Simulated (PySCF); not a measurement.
Vertical excitations of a molecule C3H6F2Si from PySCF with TDDFT-PBE/def2-SVPD, as energy in eV (oscillator strength): 6.61 (0.013), 6.72 (0.006), 7.03 (0.007), 7.18 (0.006), 7.20 (0.025), 7.21 (0.003), 7.52 (0.008), 7.65 (0.007), 7.68 (0.021), 7.79 (0.002). Lowest triplet (TDA): 6.31 eV. The structure is a stationary point at B3LYP-D3(BJ)/def2-SVP. One conformer was computed; it need not be the lowest.

Problem. Identify the compound among the candidates.
A. C/C(F)=C(/F)[SiH3]
B. C=C[C@@H](F)[SiH2]F
C. FC(F)/C=C/[SiH3]
D. F[C@@H]1C([SiH3])[C@H]1F

Solution. D, F[C@@H]1C([SiH3])[C@H]1F
